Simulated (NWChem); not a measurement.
# C₂H₄O₃Si; SMILES C1(=O)[Si@H](CO1)O

```xyz
10

O     -1.3456    -1.8187     0.0364
C     -0.4654    -1.0241    -0.0311
O      0.8570    -1.3203     0.2103
C      1.5566    -0.0591     0.1205
Si    -0.0379     0.8310    -0.4279
O     -0.6892     2.0842     0.4328
H      1.9788     0.2141     1.1006
H      2.3772    -0.1338    -0.6095
H     -0.1172     1.2514    -1.8498
H     -0.8337     1.9720     1.3773
```
Atoms are numbered in this order, from 1.

The geometry was optimised at PBE0/def2-SVP.

Task: List the 4 lowest vertical singlet excitations from PBE/6-31G* (spherical d), TDA (NWChem).

Result: 
```json
[
 {"state": "S1", "energy (eV)": "4.34", "oscillator strength": "0.008", "leading excitation (squared amplitude)": "HOMO → LUMO (0.99)"},
 {"state": "S2", "energy (eV)": "5.61", "oscillator strength": "0.006", "leading excitation (squared amplitude)": "HOMO−2 → LUMO (0.86)"},
 {"state": "S3", "energy (eV)": "5.95", "oscillator strength": "0.011", "leading excitation (squared amplitude)": "HOMO → LUMO+1 (0.72)"},
 {"state": "S4", "energy (eV)": "6.10", "oscillator strength": "0.024", "leading excitation (squared amplitude)": "HOMO → LUMO+2 (0.48)"}
]
```
